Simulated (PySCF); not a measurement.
SrH: script and output

The script input.py:

```python
from pyscf import gto, scf, mp

mol = gto.M(
    atom='Sr 0 0 0; H 0 0 2.497',
    basis='def2-svpd',
    ecp={'Sr': 'def2-svpd'},
    charge=0,
    spin=1,
    symmetry=True,
    verbose=3,
)
mf = scf.UHF(mol)
mf.kernel()
mp.MP2(mf).kernel()
mf.dip_moment()
print('orbital energies (hartree):', [e[max(0, n-3):n+3].round(4) for e, n in zip(mf.mo_energy, mol.nelec)])
```

```bash
$ python input.py
```

It prints:

```
converged SCF energy = -30.8825453901501  <S^2> = 0.75782219  2S+1 = 2.007807
E(UMP2) = -30.9658776529962  E_corr = -0.0833322628460961
E(SCS-UMP2) = -30.9654887073203  E_corr = -0.0829433171701898
Dipole moment(X, Y, Z, Debye):  0.00000,  0.00000, -3.92612
orbital energies (hartree): [array([-1.1063, -0.3135, -0.1986,  0.0031,  0.0031,  0.0274]), array([-1.1126, -1.1012, -0.2803,  0.0013,  0.0226,  0.0226])]
```

In short: E(SCF) = -30.882545 Eh, E(MP2) − E(SCF) = -0.08333 Eh, ⟨S²⟩ = 0.758, μz(SCF) = -3.93 D.

Wall time 0.84 s on one thread of a shared host.

The bond length is a typed value, not an optimised one. No search for the lowest solution was made.
